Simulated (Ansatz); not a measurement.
Born–Oppenheimer molecular dynamics of CH6OSSi2 (11 atoms, charge 0, multiplicity 1). It starts at the highest image of a converged band. Of that band: Neighbouring images differ by up to 1.3 eV, so the band resolves the path poorly. A vibrational analysis at the climbing image gives one clearly imaginary mode, 1036i cm⁻¹: a first-order saddle point.

Level of theory: Ansatz, RHF/cc-pVDZ.

- ensemble: NVE (velocity Verlet)
- time step: 0.5 fs
- steps asked: 200
- starting velocities drawn for: 100 K
- seed: 6138

First frame:

```xyz
11
Properties=species:S:1:pos:R:3
O -1.640 -1.522 1.407
C -0.573 -1.326 1.238
Si 1.479 -0.952 1.010
S -0.066 -0.456 -1.901
Si -0.803 1.440 -1.348
H 1.199 -0.441 -0.498
H 1.844 -2.376 1.238
H 1.607 -0.258 2.320
H -2.286 1.555 -1.456
H -0.210 2.583 -2.099
H -0.484 1.695 0.109
```

How far do the bonds stretch over the last three quarters of this one trajectory? (Pairs bonded in most of those frames.)


| bond | mean (Å) | spread (Å) | shortest | longest |
| --- | --- | --- | --- | --- |
| O1–C2 | 1.136 | 0.031 | 1.10 | 1.19 |
| C2–Si3 | 1.979 | 0.069 | 1.87 | 2.07 |
| Si3–H6 | 1.476 | 0.016 | 1.45 | 1.51 |
| Si3–H7 | 1.478 | 0.009 | 1.46 | 1.50 |
| Si3–H8 | 1.488 | 0.008 | 1.47 | 1.51 |
| S4–Si5 | 2.143 | 0.053 | 2.07 | 2.21 |
| Si5–H9 | 1.489 | 0.009 | 1.47 | 1.51 |
| Si5–H10 | 1.488 | 0.019 | 1.46 | 1.52 |
| Si5–H11 | 1.500 | 0.016 | 1.47 | 1.53 |

Mean temperature of the second half: 951 K. The conserved energy stayed within 0.079 meV per atom of its start (net change -0.018 meV per atom), so the integration is sound. The kinetic energy rose, since the run started high on the potential surface and went downhill. A run of 0.1 ps of so small a system gives no equilibrium averages. The orbitals stay closed-shell, which can raise the energy where a bond breaks towards radicals; this wasn't checked here.

Run time: 3.1 min on 2 threads of AMD EPYC 9R45 96-Core Processor (Zen 5), with other jobs on the host, peak memory 0.27 GiB.
